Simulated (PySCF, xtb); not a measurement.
C₃H₁₀OSi₂, SMILES C[Si@H]1CO[C@H]1[SiH3].

Harmonic wavenumbers (cm⁻¹) from xtb with GFN2-xTB at its own minimum, in rising order: 64, 95, 107, 126, 168, 186, 247, 484, 490, 526, 556, 615, 655, 714, 725, 761, 777, 795, 805, 818, 834, 887, 958, 1015, 1069, 1141, 1213, 1219, 1366, 1470, 1474, 1479, 2201, 2225, 2245, 2282, 2874, 2896, 2934, 3042, 3045, 3049.

Question: What does PySCF with PBE-D3(BJ)/def2-SVP give at its own minimum? (Estimate from the structure and the level; the computed values follow.)

Answer: 42, 105, 146, 171, 187, 197, 253, 454, 489, 566, 582, 610, 675, 689, 752, 779, 803, 817, 863, 888, 893, 904, 921, 986, 1020, 1131, 1188, 1209, 1215, 1377, 1381, 1409, 2139, 2143, 2160, 2169, 2938, 2958, 2975, 2999, 3071, 3083. Paired by order, the mean absolute difference is 42 cm⁻¹ and the zero-point energies are 72.4 and 72.0 kcal/mol.
